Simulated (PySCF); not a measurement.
# Vertical excitation energies

Species: C₈H₈Se.
SMILES: `c1ccc2c(c1)CC[Se]2`

Method used: TDDFT PBE0/def2-SVPD, vertical, gas phase, core orbitals frozen in the response (PySCF 2.14.0, density-fitted response routines). The structure is a single PBE0-D3(BJ)/def2-SVP conformer in the gas phase; no vibrational or solvent corrections. Relativistic effects, spin–orbit coupling among them, are left out although an element past zinc is present.

Problem. Predict the UV-vis stick spectrum at this level.

Solution. 

| state | λ (nm) | E (eV) | f | main configurations (H = HOMO, L = LUMO) |
| --- | --- | --- | --- | --- |
| S1 | 297.0 | 4.18 | 0.0022 | H→L+2 (53%), H→L+1 (44%) |
| S2 | 279.5 | 4.44 | 0.026 | H→L (86%) |
| S3 | 259.3 | 4.78 | 0.161 | H→L+1 (50%), H→L+2 (38%) |
| S4 | 225.4 | 5.50 | 0.039 | H→L+3 (77%), H→L+4 (20%) |
| S5 | 218.7 | 5.67 | 0.0018 | H→L+4 (75%), H→L+3 (21%) |
| S6 | 212.6 | 5.83 | 0.026 | H-1→L+1 (46%), H-2→L (23%), H-1→L (14%) |
| S7 | 206.5 | 6.00 | 0.0050 | H-1→L+2 (72%), H-1→L+1 (19%) |
| S8 | 199.6 | 6.21 | 0.014 | H→L+5 (89%) |
| S9 | 198.4 | 6.25 | 0.125 | H-1→L (45%), H→L+6 (20%), H-2→L+1 (12%) |
| S10 | 195.9 | 6.33 | 0.042 | H→L+6 (68%), H-1→L (11%) |

Triplets, Tamm–Dancoff:

```json
{"state": "T1", "E (eV)": "3.62", "λ (nm)": "342.7", "main configurations (H = HOMO, L = LUMO)": "H→L+1 (72%), H-1→L (8%)"}
{"state": "T2", "E (eV)": "3.80", "λ (nm)": "326.4", "main configurations (H = HOMO, L = LUMO)": "H→L+2 (70%), H→L (10%), H→L+1 (10%)"}
{"state": "T3", "E (eV)": "3.93", "λ (nm)": "315.8", "main configurations (H = HOMO, L = LUMO)": "H→L (77%), H→L+2 (12%)"}
{"state": "T4", "E (eV)": "4.42", "λ (nm)": "280.6", "main configurations (H = HOMO, L = LUMO)": "H-1→L (77%), H→L+1 (9%)"}
```

The lowest singlet lies at 4.18 eV (297 nm, ultraviolet) and is very weak; its leading configuration is HOMO→LUMO+2 (53%). The strongest level in the table is S3 at 4.78 eV (259 nm, f = 0.161). Löwdin shares by element: HOMO selenium 52%, carbon 26% or more (atoms not listed hold the other 22%); LUMO carbon 64% or more (atoms not listed hold the other 36%). The oscillator strengths of these states sum to 0.442; summed over the whole spectrum of an exact calculation they would give the number of electrons, 90 (Thomas–Reiche–Kuhn). Orbital energies (eV): HOMO-3 -8.91, HOMO-2 -8.00, HOMO-1 -7.25, HOMO -5.85, LUMO -0.43, LUMO+1 -0.32, LUMO+2 -0.19. Of the 10 states listed, 7 reach f = 0.01 and none stays under 0.0005. The vertical ionisation energy (ΔSCF) is 7.59 eV, 1.26 eV above S10. Singlets were solved by full linear response, triplets in the Tamm–Dancoff approximation.
